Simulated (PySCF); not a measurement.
## [Bi(H2O)6]3+ at several levels of theory

Computed with PySCF 2.14.0 (density fitting, no spin-orbit coupling) at the geometry relaxed with r2SCAN:

```xyz
19
[Bi(H2O)6]3+ (singlet)
Bi    0.0000    0.0000    0.0000
O     0.0000    0.0000    2.4202
H     0.7794   -0.0001    3.0124
H    -0.7794    0.0001    3.0124
O     0.0000    0.0000   -2.4202
H     0.7794    0.0001   -3.0124
H    -0.7794   -0.0001   -3.0124
O     2.4204    0.0000    0.0000
H     3.0126   -0.7792   -0.0049
H     3.0126    0.7792    0.0049
O     0.0000    2.4203    0.0000
H    -0.0036    3.0125    0.7793
H     0.0036    3.0125   -0.7793
O    -2.4204    0.0000    0.0000
H    -3.0126    0.7792   -0.0049
H    -3.0126   -0.7792    0.0049
O     0.0000   -2.4203    0.0000
H     0.0036   -3.0125    0.7793
H    -0.0036   -3.0125   -0.7793
```

| level | basis | state | HOMO (eV) | gap (eV) | charge on Bi1 (e) | dipole about the centre of mass (D) | largest force component (eV/Å) |
| --- | --- | --- | --- | --- | --- | --- | --- |
| r2SCAN | Bi def2-SVP with ECP60, O def2-SVP, H def2-SVP | singlet | -20.99 | 6.41 | 1.58 | 0.00 | 0.08 |
| revPBE | the same | singlet | -20.44 | 5.72 | 1.48 | 0.00 | 0.28 |
| HF | the same | singlet | -25.69 | 15.06 | 2.07 | 0.00 | 1.29 |
| B3LYP | the same | singlet | -22.10 | 7.84 | 1.57 | 0.00 | 0.04 |
| r2SCAN | Bi def2-TZVP with ECP60, O def2-TZVP, H def2-TZVP | singlet | -21.19 | 6.37 | 1.73 | 0.00 | 0.16 |

Charges are Mulliken's, which hang on the basis. The relaxation used the grid (50, 194), these runs (75, 302) or, all-electron (x2c bases, spin-free X2C Hamiltonian), (99, 590).

Question: What does CAM-B3LYP with Bi def2-SVP with ECP60, O def2-SVP, H def2-SVP give here?

Answer: state singlet, HOMO (eV) -23.78, gap (eV) 10.78, charge on Bi1 (e) 1.59, dipole about the centre of mass (D) 0.00, largest force component (eV/Å) 0.07. Time: 15 s on 4 threads of Arm Neoverse V1 (shared host), from an already converged density.

In the first row's basis the gap widens with exact exchange: 5.7 to 6.4 eV for revPBE, r2SCAN (none); 7.8 eV for B3LYP (a fixed share); 10.8 to 15.1 eV for CAM-B3LYP, Hartree–Fock (rising or full at long range).

No frequency check is given that shows the relaxed geometry to be a minimum.
